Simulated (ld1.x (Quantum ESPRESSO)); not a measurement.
## Zn (Z = 30), RRKJ: configuration errors across variants

ld1.x (Quantum ESPRESSO) 7.5 input, shortened:

```
&input
   title='Zn', zed=30., rel=1, dft='PZ', iswitch=3,
   config='[Ar] 3d9 4s0 4p0'
 /
 &inputp
   pseudotype=2, tm=.false., rho0=0.001, lloc=0,
   nlcc=.false.
 /
3
3P  2  1   6.00   0.00  1.10  1.10  0.0
3D  3  2   9.00   0.00  1.45  1.45  0.0
3S  1  0   2.00   0.00  1.10  1.10  0.0
 &test
   configts(1)='3s2 3p6 3d9 4s0 4p0'
 /
```

All-electron excitation energies from the reference (eV): (1) 3s2 3p6 3d10 4s2 4p0 -69.849; (2) 3s2 3p6 3d10 4s1 4p0 -59.659; (3) 3s2 3p6 3d10 4s0 4p0 -40.891; (4) 3s2 3p6 3d10 4s0 4p2 -59.095; (5) 3s2 3p6 3d9 4s2 4p1 -57.494; (6) 3s2 3p6 3d10 4s0 4p1 -53.236; (7) 3s1 3p6 3d10 4s2 4p0 67.619; (8) 3s2 3p6 3d9 4s0 4p0 spin -0.272; (9) 3s2 3p6 3d10 4s1 4p0 spin -59.907.

Spin tests fill each open shell by Hund’s rule, majority spin first.

4 further variants failed, have other tests or another functional or relativity, and are left out.

Errors AE − PS in meV (a dash: test not solved or not reliable):

```csv
change,(1),(2),(3),(4),(5),(6),(7),(8),(9),bound ghosts
base,+1987,+1302,+81,+334,+3002,+269,+2941,+11,+1297,none
wave 3p (bound): rc 1.10 bohr becomes 3p (bound): rc 0.92 bohr,+1987,+1302,+82,+346,+3009,+278,+2941,+11,+1298,none
wave 3s (bound): rc 1.10 bohr becomes 3s (bound): rc 1.34 bohr,+4179,+2690,+113,+751,+6097,+583,+6250,+11,+2682,none
"all radii scaled by about 0.82 (s 0.90, p 0.90, d 1.18 bohr)",+654,+426,+18,+100,+1020,+79,+1011,+20,+424,none
```

Question: Give the same row for: wave 3d (bound): rc 1.45 bohr becomes 3d (bound): rc 1.86 bohr.

Answer: –, +1437, +346, +496, +2926, +463, +2376, -3.9, +1431; bound ghosts: none. Not counted: 3s2 3p6 3d10 4s2 4p0 (solver errors, printed error -5452 eV).
